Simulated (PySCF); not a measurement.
How methods differ on the ionisation energy of Tl⁶⁸⁺

Tl⁶⁸⁺ [Ne] 3s2 3p1 (2P) → Tl⁶⁹⁺ [Ne] 3s2 (1S), as a difference of total energies. All numbers are calculated (PySCF 2.14, the spin-free X2C one-electron Hamiltonian (Gaussian nucleus), in an uncontracted even-tempered set (17 s from 20 bohr⁻², ratio 2.5; 12 p from 26 bohr⁻², ratio 2.5; 4 d from 100 bohr⁻², ratio 2.7; 4 f from 150 bohr⁻², ratio 2.7)). Correlated levels: outer shells: 1s2 frozen; virtual orbitals above 40 to 60 times the deepest correlated orbital energy dropped. The calculations carry no spin-orbit coupling.

| method | ionisation energy (eV) |
| --- | --- |
| UHF | 8029.8 |
| MP2 (outer shells) | 8030.6 |
| SCS-MP2 (outer shells) | 8030.4 |
| CCSD (outer shells) | 8030.6 |
| CCSD(T) (outer shells) | 8030.6 |

A first-order spin-orbit estimate (lowest level to lowest level, LS coupling) adds 341.1 eV.

Breit and QED terms and the two-electron picture change are absent.

First order in ζ underestimates the shift of j = l − 1/2 levels at high Z.

For comparison: 8420 ± 50 eV (theoretical estimate listed by NIST; NIST Atomic Spectra Database, ionization energies).
